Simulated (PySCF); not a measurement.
F2H4OSi2, SMILES O[Si](F)(F)[SiH3].

Coordinates come from a B3LYP-D3(BJ)/def2-SVP optimisation. The structure was generated by enumeration, and PubChem lists no compound with its InChIKey, so it may never have been made. The values are those of a single conformer.

Method: HF/def2-TZVP run with PySCF.

Symmetry labels are those of the subgroup Cs that the program uses (full group Cs).

Computed valence orbital energies around the gap with their symmetry:
```tsv
orbital	symmetry	energy (eV)
HOMO−7	A'	-18.44
HOMO−6	A"	-17.94
HOMO−5	A"	-17.45
HOMO−4	A'	-15.71
HOMO−3	A"	-14.86
HOMO−2	A"	-13.60
HOMO−1	A'	-13.59
HOMO	A'	-12.22
LUMO	A'	3.06
LUMO+1	A"	3.19
LUMO+2	A'	3.65
LUMO+3	A'	3.73
```
